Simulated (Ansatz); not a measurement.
C₂H₉AlSi, SMILES `[CH3][AlH][SiH2]C`. Charge 0, multiplicity 1. Geometry: relaxed with PBE0-D4/def2-TZVP. It is one conformer, not always the lowest.

```xyz
13

C     2.228   -0.769   -0.331
Al    0.875    0.272   -1.287
Si   -1.344    0.728   -0.322
C    -1.608   -0.020    1.389
H     3.149   -0.186   -0.213
H     1.909   -1.099    0.660
H     2.504   -1.658   -0.910
H     1.239    0.833   -2.735
H    -2.410    0.220   -1.240
H    -1.564    2.206   -0.240
H    -0.873    0.366    2.099
H    -1.502   -1.107    1.357
H    -2.604    0.213    1.771
```

Question: What is the dipole moment at B3LYP/def2-TZVPP? (Estimate.)

Answer: Ansatz gave: 1.27 D, with components (0.54, -0.69, 0.93) D in this frame, pointing from negative to positive charge.

Question: And with PBE, r2SCAN, ωB97M-V? (Estimate.)

Answer: The calculation gave: PBE 1.36 D, r2SCAN 1.37 D, ωB97M-V 1.30 D.

Question: Give the Mulliken charges with B3LYP, ωB97M-V, r2SCAN in def2-TZVPP. (An estimate is asked.)

Answer: Computed: 
| atom | B3LYP | ωB97M-V | r2SCAN |
| --- | --- | --- | --- |
| C1 | -0.44 | -0.51 | -0.39 |
| Al2 | 0.44 | 0.44 | 0.52 |
| Si3 | 0.12 | 0.04 | 0.07 |
| C4 | -0.38 | -0.45 | -0.30 |
| H5 | 0.09 | 0.11 | 0.07 |
| H6 | 0.10 | 0.11 | 0.07 |
| H7 | 0.09 | 0.11 | 0.07 |
| H8 | -0.14 | -0.12 | -0.17 |
| H9 | -0.08 | -0.04 | -0.09 |
| H10 | -0.08 | -0.04 | -0.09 |
| H11 | 0.10 | 0.12 | 0.07 |
| H12 | 0.10 | 0.12 | 0.07 |
| H13 | 0.11 | 0.13 | 0.08 |

B3LYP here is the variant with VWN-RPA as its local correlation; programs differ in this.
